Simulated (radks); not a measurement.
Tb7+, 58 electrons, occupied as [Kr] 4d10 4f7 5s2 5p3. All-electron calculation, scalar-relativistic Kohn-Sham, r2SCAN, spin-polarised, spherical densities, finite nucleus; open shells are filled with parallel spins first (spin-orbit coupling, left out, can overturn this in heavy ions); meta-GGA in the generalised Kohn-Sham scheme; Fermi nuclear charge, rms radius 5.06 fm. Program: a radial shooting solver on a logarithmic mesh with Libxc functionals.

Unscreened Slater integrals over Kohn-Sham orbitals (eV). They are taken over the spin-up orbitals.

integral,value
"F0(4f,4f)",33.551
"F2(4f,4f)",16.298
"F4(4f,4f)",10.296
"F6(4f,4f)",7.4272
"F0(4f,5p)",21.695
"F2(4f,5p)",7.6889
"G2(4f,5p)",3.5848
"G4(4f,5p)",2.9143
"F0(4f,5s)",23.470
"G3(4f,5s)",4.1130
"F0(4f,4d)",36.208
"F2(4f,4d)",17.661
"F4(4f,4d)",11.342
"G1(4f,4d)",20.761
"G3(4f,4d)",13.137
"G5(4f,4d)",9.3164
"F0(5p,5p)",18.175
"F2(5p,5p)",9.9466
"F0(5p,5s)",19.031
"G1(5p,5s)",12.989
"F0(5p,4d)",22.395
"F2(5p,4d)",6.8147
"G1(5p,4d)",1.9577
"G3(5p,4d)",1.9351
"F0(5s,5s)",20.078
"F0(5s,4d)",24.349
"G2(5s,4d)",2.7002
"F0(4d,4d)",39.702
"F2(4d,4d)",20.230
"F4(4d,4d)",13.556

Derived for the open shells (J is the average intra-shell exchange parameter used in DFT+U). 4f: F4/F2 = 0.632, F6/F2 = 0.456, J = (286 F2 + 195 F4 + 250 F6)/6435 = 1.325 eV. 5p: J = F2/5 = 1.989 eV.
